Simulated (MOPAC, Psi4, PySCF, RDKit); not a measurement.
Relaxed torsion scan: C2H7ClSi, SMILES [SiH3]CCCl. Scanned: dihedral Si1–C2–C3–Cl4; all other coordinates were relaxed at GFN2-xTB. Points at φ and −φ are mirror images. Heavy atoms are numbered in the order of the SMILES [SiH3]CCCl, hydrogens after them in the order of the atoms that carry them; the mirror image has the same energies with the sign of each dihedral reversed.

Levels of theory: MMFF94 // GFN2-xTB (RDKit); RKS-B3LYP/6-31G* = restricted B3LYP/6-31G*, spherical d // GFN2-xTB (PySCF); PM7, restricted, heats of formation // GFN2-xTB (MOPAC); MP2/cc-pVTZ = Psi4 1.11 with DF-MP2 (frozen core)/cc-pVTZ // GFN2-xTB.

Energies relative to the lowest point of each profile, in kcal/mol; the last columns give the difference from MP2:

```tsv
φ / °	MMFF94	RKS-B3LYP/6-31G*	PM7	MP2/cc-pVTZ	MMFF94 − MP2/cc-pVTZ	RKS-B3LYP/6-31G* − MP2/cc-pVTZ	PM7 − MP2/cc-pVTZ
-160	1.0	0.9	2.3	0.8	0.2	0.0	1.5
-140	3.2	2.9	3.3	2.8	0.4	0.1	0.4
-120	4.1	4.3	3.5	4.2	0.0	0.2	-0.6
-100	2.7	3.7	2.6	3.3	-0.6	0.4	-0.7
-80	1.2	2.2	1.1	1.5	-0.4	0.7	-0.5
-60	2.7	1.7	0.1	0.7	2.0	1.0	-0.6
-40	8.8	3.2	0.0	1.7	7.1	1.5	-1.7
-20	14.1	5.2	0.2	3.8	10.3	1.5	-3.5
0	16.1	6.1	0.4	4.8	11.4	1.4	-4.4
20	14.1	5.2	0.2	3.8	10.3	1.5	-3.5
40	8.8	3.2	0.0	1.7	7.1	1.5	-1.7
60	2.7	1.7	0.1	0.7	2.0	1.0	-0.6
80	1.2	2.2	1.1	1.5	-0.4	0.7	-0.5
100	2.7	3.7	2.6	3.3	-0.6	0.4	-0.7
120	4.1	4.3	3.5	4.2	0.0	0.2	-0.6
140	3.2	2.9	3.3	2.8	0.4	0.1	0.4
160	1.0	0.9	2.3	0.8	0.2	0.0	1.5
180	0.0	0.0	1.8	0.0	0.0	0.0	1.8
```

MMFF94 is furthest from MP2/cc-pVTZ at 0 (11.4 kcal/mol, above); its mean absolute difference over the points is 3.0 kcal/mol.

RKS-B3LYP/6-31G* is furthest from MP2/cc-pVTZ at -40 (1.5 kcal/mol, above); its mean absolute difference over the points is 0.7 kcal/mol.

PM7 is furthest from MP2/cc-pVTZ at 0 (-4.4 kcal/mol, below); its mean absolute difference over the points is 1.4 kcal/mol.

MMFF94 has few fitted parameters for silicon.
